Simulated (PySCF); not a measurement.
Compounds:
1. `C=CC/P=C(/C)F`, C5H8FP
2. SMILES CO[Si@@H]1CC(C(=O)O)=C1F, C5H7FO3Si
3. `CC(=O)c1cpc(F)cc1C`, C8H8FOP
4. SMILES C=CC1=C(C)P1C(F)(F)F, C6H6F3P
5. `InChI=1S/C6H14Si/c1-5-4-7(3)6(5)2/h5-7H,4H2,1-3H3/t5-,6-,7-/m1/s1`
6. `FC([C@H]1CC(=O)O1)F`, C4H4F2O2

- geometry: GFN2-xTB
- shielding tensors at PBE0/pcSseg-1 (GIAO)
- code: PySCF 2.14
- isolated molecule, rapidly exchanging positions averaged, non-relativistic Hamiltonian, one conformer

References, each an isolated molecule treated in the same way: $^{1}$H (31.72 ppm), $^{13}$C (186.93 ppm) against TMS. Acid and N–H amide carbonyl carbons lie up to 10 ppm further downfield in solution (hydrogen bonding). Shifts are as computed. Against solution values, carbons near 30 ppm lie about +3 ppm off and those near 130 ppm about +5 ppm. Of 1211 compounds with measured shifts, 218 miss one by over three times the rms of a fit or turn the order of signals round; such compounds aren't used in these exercises. OH and NH positions are gas-phase values without hydrogen bonding to other molecules.

Q: Which show a $^{13}$C signal below 10 ppm?

A: 5 (-2.2: methyl carbon bonded to Si).

Q: Which show a $^{13}$C signal above 185 ppm?

A: 1 (229.2: carbon double-bonded to a heavier main-group atom); 2 (189.1: β carbon of a C=C–C=O unit); 3 (212.7, 211.5: ketone carbonyl carbon, aromatic carbon bearing fluorine).

Q: Which show a $^{13}$C signal between 60 and 100 ppm?

A: 6 (70.0: sp3 CH bonded to O).

Q: Which give exactly 4 $^{13}$C signals?

A: 6 (δ 169.4, 119.7, 70.0, 41.0).
